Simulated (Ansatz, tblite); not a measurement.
Removing an electron: [SiF3]- (SiF3⁻). Charge -1, multiplicity 1. Geometry: PBE-D4/def2-TZVPD. Ansatz, gas phase; energy differences of separate SCF runs; the oxidised species was run as a doublet alone.

```xyz
4

Si   -0.283   -0.523   -0.225
F    -1.215    0.822    0.220
F     0.845    0.308   -1.179
F     0.653   -0.607    1.185
```

The xTB rows come from tblite. Correlated methods freeze 8 core orbitals.

```csv
level,−HOMO (eV),vertical IE (eV),−LUMO (eV),HOMO–LUMO gap (eV)
GFN2-xTB,2.58,6.89,-2.37,4.96
HF/def2-TZVPPD,–,2.32,–,–
r2SCAN-D4/def2-TZVPD,0.01,2.98,-4.78,4.79
PBE0-D4/def2-TZVPD,0.93,3.17,-4.63,5.56
CCSD(T)/def2-TZVPPD,–,3.23,–,–
```

Problem. Estimate the rows for GFN1-xTB, PBE-D4/def2-TZVPD, MP2/def2-TZVPPD, CCSD/def2-TZVPPD.

Solution. 
| level | −HOMO (eV) | vertical IE (eV) | −LUMO (eV) | HOMO–LUMO gap (eV) | remarks |
| --- | --- | --- | --- | --- | --- |
| GFN1-xTB | 3.13 | 7.19 | -2.41 | 5.54 | – |
| PBE-D4/def2-TZVPD | -0.10 | 3.08 | -4.15 | 4.05 | HOMO above zero (-1 singlet) |
| MP2/def2-TZVPPD | – | 3.07 | – | – | – |
| CCSD/def2-TZVPPD | – | 3.22 | – | – | – |

  A HOMO above zero means that the electron is unbound at that level or that self-interaction error raises the level; the energy of removing that electron tells which. Raw xTB energy differences between charge states are shifted by several eV; the methods need an empirical correction for them.
